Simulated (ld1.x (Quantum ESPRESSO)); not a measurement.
**Ranking TM potentials for barium**

All share these settings but for the change named:

```json
{
  "Element": "Ba (Z = 56)",
  "Generator": "ld1.x (Quantum ESPRESSO) 7.5",
  "Type": "norm-conserving Troullier–Martins (Kleinman–Bylander form)",
  "Functional": "LDA (PZ)",
  "Relativity": "non-relativistic",
  "Frozen core": "[Xe]",
  "Valence charge": "2",
  "Reference configuration": "5d0 6s2 6p0",
  "Partial waves": "6p (bound, empty): rc 4.20 bohr; 5d (bound, empty): rc 3.25 bohr; 6s (bound): rc 4.20 bohr",
  "Local potential": "the s channel",
  "Core correction": "Bessel-smoothed model core inside 2.70 bohr"
}
```

Test errors are all-electron minus pseudo excitation energies from the reference, over 5d0 6s1 6p0; 5d0 6s1.5 6p0; 5d0 6s1 6p1; 5d1 6s1 6p0; 5d1 6s0 6p0; 5d0 6s0 6p1; 5d0 6s0 6p2. None of these files shows a bound ghost.

The base gives 82.2 meV.

Of 6 variants that were run, those that failed, showed a ghost or another fault, or gave nearly equal values are left out.

A variant can come out equal or close to the base, since the largest error may sit in a test that the change hardly touches while other tests move.

Q: Rank these variants by their largest absolute test error, smallest first.
A. all radii but the core radius scaled by about 1.18 (s 4.94, p 4.94, d 3.82 bohr)
B. all radii but the core radius scaled by about 1.07 (s 4.50, p 4.50, d 3.48 bohr)
C. all radii but the core radius scaled by about 1.40 (s 5.88, p 5.88, d 4.54 bohr)

A: A (61.0 meV), B (77.7 meV), C (94.9 meV).
